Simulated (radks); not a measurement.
The numbers below are computed, except where a source is named.
Question: The thallium ion Tl12+ is in [Xe] 4f14 5d1. Level of theory: scalar-relativistic Kohn-Sham, PBEsol, spin-polarised, spherical densities, finite nucleus; Fermi nuclear charge, rms radius of each element as measured or else 0.836 A^(1/3) + 0.57 fm (a radial shooting solver on a logarithmic mesh with Libxc functionals). Open shells are filled with parallel spins first. One electron is removed from 4f, 5p, 5s, 5d in turn, with full relaxation. Which removal costs least, and what does each cost?

Answer: 5d 217.38 eV; 5p 290.03 eV; 5s 351.16 eV; 4f 351.73 eV. The 5d electron leaves first.
